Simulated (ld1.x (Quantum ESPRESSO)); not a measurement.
**What one change does to a pseudopotential (technetium (Tc), TM)**

| Quantity | Value |
| --- | --- |
| Element | Tc (Z = 43) |
| Generator | ld1.x (Quantum ESPRESSO) 7.5 |
| Type | norm-conserving Troullier–Martins (Kleinman–Bylander form) |
| Functional | PBE |
| Relativity | scalar-relativistic |
| Frozen core | [Kr] |
| Valence charge | 7 |
| Reference configuration | 4d5.5 5s1.5 5p0 |
| Partial waves | 5p (bound, empty): rc 3.85 bohr; 4d (bound): rc 1.35 bohr; 5s (bound): rc 2.45 bohr |
| Local potential | the s channel |
| Core correction | a·sin(br)/r model core inside 0.90 bohr |

Change: all radii but the core radius scaled by about 0.73 (s 1.80, p 2.82, d 1.00 bohr).

Cutoffs: the cutoffs (Ry, on a coarse ladder) from which the occupation-weighted sum of valence levels, in a spherical-Bessel basis at the reference potential, stays within 10 and 1 mRy of its value at 400 Ry; they do not see the model core or the augmentation charge, which bear on the density cutoff. Errors are all-electron minus pseudo energies relative to the spin-unpolarised reference configuration.

Problem. How do hardness, ghosts and transferability respond?

Solution. The potential gets harder (50 Ry and 70 Ry → 160 Ry and 230 Ry); a bound ghost appears in p, which as a rule spoils a file; of the 7 tests that both files solve, the error grows in 2 and shrinks in 4 by more than 15 % and 0.3 meV (median size 55.1 → 56.0 meV). A smaller radius makes the pseudo-wave follow the all-electron one further in, where it bends more sharply, so more plane waves are needed.

```csv
quantity,base,changed
"cutoff, loose",50 Ry,160 Ry
"cutoff, tight",70 Ry,230 Ry
loose cutoff by channel (10 mRy a level),"d 40 Ry, s 6 Ry","d 140 Ry, s 21 Ry"
bound ghosts,none,p
"error for 4d5 5s2 5p0, meV [ΔE 0.63 eV]",-32,-1.1
"error for 4d5 5s1 5p0, meV [ΔE 8.79 eV]",-22,+28
"error for 4d5 5s0 5p0, meV [ΔE 23.64 eV]",-55,-56
"error for 4d6 5s0 5p0, meV [ΔE 6.80 eV]",-71,-34
"error for 4d4 5s2 5p1, meV [ΔE 7.24 eV]",-353,+87
"error for 4d4 5s2 5p0, meV [ΔE 12.28 eV]",-297,+226
"error for 4d5 5s0 5p1, meV [ΔE 13.37 eV]",-33,-63
```

 A true bound ghost makes a file unfit for plane-wave use even where its test errors are small: the radial tests pick states by their node count and pass the ghost by.
